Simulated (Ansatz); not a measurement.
A nudged elastic band was laid between two geometries of C3H11BSSi (17 atoms, charge 0, multiplicity 1).

Computed with RKS B3LYP-D4/6-31G* (Ansatz).

| Item | Value |
| --- | --- |
| movable images | 5 |
| climbing image | yes |
| spring | 5.0 eV/Å² |
| optimiser | quadratic models (default) |
| start path | through a guess of the saddle point |
| force threshold | 0.5 eV/Å |
| iteration limit | 40 |
| end points | relaxed |

Initial state:

```xyz
17
Properties=species:S:1:pos:R:3
C -1.416 -0.466 -1.524
B -0.972 -0.922 -0.082
S -2.291 -1.446 1.042
C 0.551 -0.961 0.345
C 1.399 0.247 -0.123
Si 0.946 1.861 0.755
H -2.460 -0.685 -1.773
H -1.280 0.621 -1.616
H -0.777 -0.918 -2.294
H -1.556 -1.708 2.146
H 0.678 -1.109 1.426
H 0.954 -1.877 -0.122
H 2.466 0.053 0.050
H 1.291 0.393 -1.206
H -0.483 2.208 0.515
H 1.141 1.718 2.226
H 1.791 2.990 0.275
```

Final state:

```xyz
17
Properties=species:S:1:pos:R:3
C -1.426 -0.584 -1.313
B -0.812 -0.984 0.081
S -1.838 -1.489 1.484
C 0.750 -0.962 0.338
C 1.472 0.310 -0.175
Si 1.005 1.880 0.773
H -2.445 -0.945 -1.485
H -0.794 -0.918 -2.146
H -1.459 0.514 -1.378
H -3.058 -1.448 0.903
H 1.003 -1.133 1.393
H 1.150 -1.836 -0.205
H 2.561 0.181 -0.106
H 1.255 0.469 -1.239
H -0.454 2.154 0.650
H 1.326 1.731 2.220
H 1.746 3.060 0.244
```

What changes between the two ends?

No bond is made or broken.

What energy profile does the band end with?

The run converged. The highest image is number 2 of 0 to 6, 4.27 eV above the ends, which have the same energy within 2 meV. The threshold of 0.5 eV/Å is loose, so the images may lie well off the minimum-energy path. The profile has 2 maxima (images 2, 4) with wells between them (image 3): this band takes more than one step, which may be the mechanism or a detour left from its start path. Neighbouring images differ by up to 4.0 eV, so the band resolves the path poorly. The order of the stationary point at the top wasn't checked. Another band between the same ends, with other settings, climbed to 0.69 eV only, so this may not be the lowest route.

```json
{"image": "0", "path coordinate (Å)": "0.00", "energy (eV)": "0.00"}
{"image": "1", "path coordinate (Å)": "1.33", "energy (eV)": "0.74"}
{"image": "2", "path coordinate (Å)": "2.66", "energy (eV)": "4.27"}
{"image": "3", "path coordinate (Å)": "4.00", "energy (eV)": "0.26"}
{"image": "4", "path coordinate (Å)": "5.48", "energy (eV)": "0.35"}
{"image": "5", "path coordinate (Å)": "7.08", "energy (eV)": "0.18"}
{"image": "6", "path coordinate (Å)": "8.68", "energy (eV)": "0.00"}
```

What is the geometry of the highest image?


```xyz
17
Properties=species:S:1:pos:R:3:forces:R:3
C -1.563 -0.308 -1.639 0.04 -0.46 -0.08
B -1.020 -0.860 -0.191 0.17 -0.02 -0.06
S -2.315 -1.534 0.917 -0.10 0.08 0.14
C 0.528 -0.905 0.243 0.07 0.03 -0.04
C 1.381 0.318 -0.193 -0.08 -0.07 0.00
Si 0.999 1.809 0.910 0.00 0.02 -0.01
H -2.443 -0.917 -1.486 -0.08 0.17 0.02
H -1.232 -0.427 -2.680 -0.18 0.27 0.11
H -0.514 -0.324 -1.293 0.13 -0.11 -0.19
H -1.724 -1.202 2.089 0.02 -0.12 -0.10
H 0.652 -1.082 1.317 -0.10 0.04 0.05
H 0.925 -1.818 -0.238 0.01 0.05 0.06
H 2.452 0.083 -0.151 0.00 0.01 0.05
H 1.181 0.580 -1.244 0.06 0.05 0.03
H -0.463 2.078 0.909 0.02 0.02 0.01
H 1.412 1.479 2.303 0.01 0.03 0.02
H 1.725 3.029 0.467 0.02 0.02 -0.01
```

Run time: 6.5 min on 2 threads of Arm Neoverse V1, on a shared host, peak memory 0.32 GiB.
